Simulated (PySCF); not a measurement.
## Spin states and ions at one geometry of Pt(H2O)3

PySCF 2.14.0, RKS r2SCAN, Pt def2-SVP with ECP60, O def2-SVP, H def2-SVP; non-relativistic Hamiltonian with scalar-relativistic core potentials where named; density fitting; no spin-orbit coupling; singlets restricted, open shells unrestricted. The geometry is relaxed for charge 0, singlet, vacuum:

```xyz
10

Pt    0.0000    0.0000    0.0000
O     2.3862    0.2869    0.0000
H     2.4573   -0.3052    0.7642
H     2.4573   -0.3052   -0.7642
O    -1.4416    1.9231    0.0000
H    -0.9643    2.2807    0.7642
H    -0.9643    2.2807   -0.7642
O    -0.9446   -2.2100    0.0000
H    -1.4930   -1.9754    0.7642
H    -1.4930   -1.9754   -0.7642
```

Energies count from the relaxed state; an electron taken off or put on is at rest in vacuum. Charges and spins are Mulliken's.

**Question.** Order these states by energy, lowest first.
A. charge 0, triplet, vacuum
B. charge +1, doublet, vacuum
C. charge 0, singlet, vacuum
D. charge -1, doublet, vacuum

**Answer.** C (0.00 eV), D (0.53 eV), A (0.58 eV), B (6.33 eV).

**Question.** How do charge and spin on the first atom follow?

**Answer.** 
```json
{"state": "charge 0, singlet, vacuum", "spin squared": "0.00", "charge on Pt1 (e)": "-0.60", "spin on Pt1 (e)": "0.00", "dipole about the centre of mass (D)": "0.00"}
{"state": "charge 0, triplet, vacuum", "spin squared": "2.00", "charge on Pt1 (e)": "-0.53", "spin on Pt1 (e)": "1.72", "dipole about the centre of mass (D)": "0.04"}
{"state": "charge +1, doublet, vacuum", "spin squared": "0.79", "charge on Pt1 (e)": "0.15", "spin on Pt1 (e)": "0.91", "dipole about the centre of mass (D)": "0.06"}
{"state": "charge -1, doublet, vacuum", "spin squared": "0.75", "charge on Pt1 (e)": "-1.28", "spin on Pt1 (e)": "0.79", "dipole about the centre of mass (D)": "0.01"}
```

With an electron taken off (doublet) the charges change, summed by element, by Pt +0.74 e, O +0.07 e, H +0.19 e. The vertical ionisation energy is 6.33 eV, against −ε(HOMO) = 3.15 eV of the relaxed state. The level lies 3.2 eV too high, as is usual for semilocal functionals and global hybrids, which keep a self-interaction error.

With an electron put on (doublet) the charges change, summed by element, by Pt -0.68 e, O +0.05 e, H -0.36 e. The vertical electron affinity is -0.53 eV, against −ε(LUMO) = 1.86 eV of the relaxed state. The basis has no diffuse functions, which an added electron needs. The added electron's level lies above zero.

Open shells may have lower solutions than those found.

No frequency check is given that shows the relaxed geometry to be a minimum.
